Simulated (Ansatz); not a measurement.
Stepwise reaction of `[O]=[W]([F])([F])([Cl])[Cl]` with hydrogen fluoride, as a gas-phase model of exchange steps in deposition or etching. ΔE in kJ/mol.

Computed with Ansatz on PBE0-D4/def2-TZVP structures; ΔE is electronic, products minus reactants. CCSD(T)/CBS is the MP2 limit (def2-TZVPP, def2-QZVPP) plus CCSD(T) − MP2 in def2-TZVPP, frozen cores. This one scheme is used for every species. DFT in def2-TZVPP. B3LYP here is the variant with VWN-RPA as its local correlation; programs differ in this. Elements past krypton have def2 core potentials. For W outer-core shells are correlated without core-valence functions, which leaves a few kJ/mol of doubt a bond.

| step | reaction | PBE-D4 | B3LYP-D4 | ωB97M-V | CCSD(T)/CBS |
| --- | --- | --- | --- | --- | --- |
| 1 | `[O]=[W]([F])([F])([Cl])[Cl]` + H–F → `[O]=[W]([F])([F])([F])[Cl]` + HCl | -20.8 | -24.8 | -28.5 | -15.0 |
| 2 | `[O]=[W]([F])([F])([F])[Cl]` + H–F → `[O]=[W]([F])([F])([F])[F]` + HCl | -20.8 | -24.6 | -27.7 | -16.3 |

(1) By hand: ΔE of the 2 steps together at CCSD(T)/CBS.

Answers

(1) (-15.0) + (-16.3) = -31.3 kJ/mol, or -15.7 kJ/mol a step.

In ΔE the steps differ by no more than 1.3 kJ/mol. All are downhill at CCSD(T)/CBS. PBE-D4 differs from CCSD(T)/CBS by -5.8 to -4.5 kJ/mol a step. Isolated molecules leave out the surface, adducts and barriers. Largest T1 diagnostic: 0.021.
